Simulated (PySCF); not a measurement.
All values below come from PySCF 2.14.0 with B3LYP-D3(BJ)/def2-TZVP // BP86-D3(BJ)/def2-SVP. Isolated molecules, 0 K electronic values unless said otherwise. B3LYP has the VWN-RPA correlation part, as in Gaussian. 

Reference species: [Ti(Br)4] (neutral, multiplicity 1).

```yaml
charge on the central atom (Mulliken): 0.95 e
mean_distance_from_the_central_atom_to_its_bonded_neighbours: 2.327 Å
coordination_number: 4
```

Changed species: [Ti(Cl)4] (0 of 4 Cl replaced by Br; the reference has 4 of 4 Cl replaced by Br).

Question: Give the shifts of the charge on the central atom (Mulliken), mean distance from the central atom to its bonded neighbours and coordination number.

Answer: the charge on the central atom (Mulliken) rises by 0.13 e, to 1.08 e; the mean distance from the central atom to its bonded neighbours decreases by 0.153 Å, to 2.174 Å; the coordination number is nearly the same.
